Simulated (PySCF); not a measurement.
C4H7NO. Atoms are numbered in the order given.

```xyz
13

C      2.9919    -0.4239    -0.1942
C      1.8290    -0.1266     0.3911
N      0.6417    -0.0082    -0.3561
C     -0.4237     0.2948     0.2666
C     -1.7419     0.4640    -0.4414
O     -2.8012    -0.1403     0.2662
H      3.9112    -0.5151     0.3897
H      3.0370    -0.5790    -1.2760
H      1.7665     0.0353     1.4804
H     -0.4510     0.4497     1.3661
H     -1.6359     0.0926    -1.4773
H     -1.9781     1.5407    -0.4966
H     -2.6637    -1.0943     0.2447
```

Geometry: ωB97X-D3(BJ)/def2-SVP. The structure was generated by enumeration; whether it is a known compound was not checked. One conformer was computed; it need not be the lowest.

Computed with PBE/pcSseg-1 (PySCF).

GIAO shieldings, no solvent; atoms listed in one row are averaged. δ = σ(ref) − σ: ¹³C against TMS (σ = 182.0 ppm); ¹⁵N against NH3 (σ = 267.0 ppm); ¹⁷O against H2O (σ = 334.3 ppm); ¹H against TMS (σ = 31.49 ppm), references at their B3LYP-D3(BJ)/def2-TZVP geometries, non-relativistic.

Computed chemical shifts:
```tsv
nucleus	atoms	count	δ (ppm)
¹³C	C4	1	172.4
¹³C	C2	1	158.0
¹³C	C1	1	126.5
¹³C	C5	1	75.9
¹⁵N	N3	1	380.2
¹⁷O	O6	1	39.3
¹H	H10	1	7.98
¹H	H9	1	6.99
¹H	H8	1	6.17
¹H	H7	1	5.68
¹H	H12	1	4.76
¹H	H11	1	4.63
¹H	H13	1	0.36
```
